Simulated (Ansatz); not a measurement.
A geometry optimisation of C2H9BO3Si2 with PBE0-D3(BJ)/def2-SVP

The starting geometry of this gas-phase triplet was optimised with GFN2-xTB as a singlet; its bonds are those of `[SiH3]OB1OCC[SiH2]O1`.

```json
{"atom": "C", "x (Å)": "1.4392", "y (Å)": "0.1187", "z (Å)": "0.7296"}
{"atom": "C", "x (Å)": "1.1370", "y (Å)": "0.7740", "z (Å)": "2.0794"}
{"atom": "B", "x (Å)": "-0.8887", "y (Å)": "0.1471", "z (Å)": "-0.0023"}
{"atom": "O", "x (Å)": "-1.8586", "y (Å)": "-0.4400", "z (Å)": "-0.7031"}
{"atom": "O", "x (Å)": "0.3194", "y (Å)": "-0.4728", "z (Å)": "0.0930"}
{"atom": "O", "x (Å)": "-1.1430", "y (Å)": "1.3350", "z (Å)": "0.6125"}
{"atom": "Si", "x (Å)": "-2.2585", "y (Å)": "-1.7163", "z (Å)": "-1.6079"}
{"atom": "Si", "x (Å)": "-0.2793", "y (Å)": "2.0245", "z (Å)": "1.8015"}
{"atom": "H", "x (Å)": "-3.6107", "y (Å)": "-2.0271", "z (Å)": "-1.1453"}
{"atom": "H", "x (Å)": "-1.3527", "y (Å)": "-2.8493", "z (Å)": "-1.4143"}
{"atom": "H", "x (Å)": "-2.2184", "y (Å)": "-1.2516", "z (Å)": "-2.9957"}
{"atom": "H", "x (Å)": "1.8640", "y (Å)": "0.8691", "z (Å)": "0.0491"}
{"atom": "H", "x (Å)": "2.1673", "y (Å)": "-0.6925", "z (Å)": "0.8438"}
{"atom": "H", "x (Å)": "0.8291", "y (Å)": "-0.0011", "z (Å)": "2.7832"}
{"atom": "H", "x (Å)": "2.0598", "y (Å)": "1.2074", "z (Å)": "2.4603"}
{"atom": "H", "x (Å)": "-1.1711", "y (Å)": "2.1183", "z (Å)": "2.9537"}
{"atom": "H", "x (Å)": "0.2070", "y (Å)": "3.2937", "z (Å)": "1.2601"}
```

Task: Predict what becomes of its bonds when it is optimised with PBE0-D3(BJ)/def2-SVP.

Result: A bond breaks, giving a structure given below by its coordinates. Contacts that open: C2–Si8 (1.91 → 4.95 Å).

The energy falls by 3.94 eV over 48 steps:

| step | E − E(last) (eV) |
| --- | --- |
| 1 | 3.943 |
| 6 | 0.900 |
| 11 | 0.178 |
| 17 | 0.136 |
| 22 | 0.117 |
| 27 | 0.083 |
| 32 | 0.041 |
| 38 | 0.013 |
| 43 | 0.001 |
| 48 | 0.000 |

Final geometry (Å):

```xyz
17

C     1.7339    0.0092    0.4674
C     2.0338   -0.5233    1.8155
B    -0.6495    0.3818    0.3255
O    -1.8753   -0.0737   -0.0671
O     0.4468   -0.3638    0.0224
O    -0.5372    1.5668    0.9936
Si   -2.2189   -1.4955   -0.8895
Si   -1.7707    2.6198    1.4328
H    -3.6972   -1.5294   -1.0624
H    -1.7799   -2.6796   -0.0962
H    -1.5571   -1.5035   -2.2256
H     1.8449    1.1085    0.4537
H     2.4497   -0.3887   -0.2804
H     1.5657   -1.4551    2.1420
H     2.8541   -0.1060    2.4033
H    -2.4943    3.1142    0.2172
H    -1.1070    3.7552    2.1454
```

The end wasn't checked by frequencies. Open shells are spin-unrestricted. The triplet needn't be the ground state. Run with Ansatz 0.2.0, 5.2 min on 4 threads of Arm Neoverse V2 (shared host).
